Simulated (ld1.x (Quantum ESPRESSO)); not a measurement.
## Before and after: TM potential for Pt

| Property | Result |
| --- | --- |
| Element | platinum |
| Generator | ld1.x (Quantum ESPRESSO) 7.5 |
| Type | norm-conserving Troullier–Martins (Kleinman–Bylander form) |
| Functional | PBE |
| Relativity | scalar-relativistic |
| Frozen core | [Xe] 4f14 |
| Valence charge | 10 |
| Reference configuration | 5d9 6s1 6p0 |
| Partial waves | 6s (bound): rc 2.60 bohr; 5d (bound): rc 1.55 bohr; 6p (bound, empty): rc 2.55 bohr |
| Local potential | the p channel |
| Core correction | Bessel-smoothed model core inside 1.15 bohr |

Change: wave 6s (bound): rc 2.60 bohr becomes 6s (bound): rc 3.04 bohr.

Cutoffs: the cutoffs (Ry, on a coarse ladder) from which the occupation-weighted sum of valence levels, in a spherical-Bessel basis at the reference potential, stays within 10 and 1 mRy of its value at 400 Ry; they do not see the model core or the augmentation charge, which bear on the density cutoff. Errors are all-electron minus pseudo energies relative to the spin-unpolarised reference configuration.

What does the change do?

The potential gets neither clearly harder nor softer (40 Ry and 70 Ry → 40 Ry and 70 Ry); the d channel sets the loose cutoff, while the largest relative change is in s, which becomes softer; of the 7 tests that both files solve, the error grows in 1 and shrinks in 5 by more than 15 % and 0.3 meV (median size 76.7 → 41.6 meV); neither file shows a bound ghost.

```csv
quantity,base,changed
"cutoff, loose",40 Ry,40 Ry
"cutoff, tight",70 Ry,70 Ry
loose cutoff by channel (10 mRy a level),"s 8 Ry, d 35 Ry","s 6 Ry, d 35 Ry"
bound ghosts,none,none
"error for 5d9 6s0 6p0, meV [ΔE 9.19 eV]",-19,-16
"error for 5d8 6s0 6p0, meV [ΔE 29.16 eV]",-157,-194
"error for 5d7 6s0 6p0, meV [ΔE 61.38 eV]",-655,-747
"error for 5d9 6s0.5 6p0, meV [ΔE 3.69 eV]",-4.8,-3.8
"error for 5d9.5 6s0.5 6p0, meV [ΔE -0.12 eV]",-22,-15
"error for 5d8 6s1 6p0, meV [ΔE 11.17 eV]",-77,-62
"error for 5d8 6s2 6p0, meV [ΔE 1.00 eV]",-80,-42
```
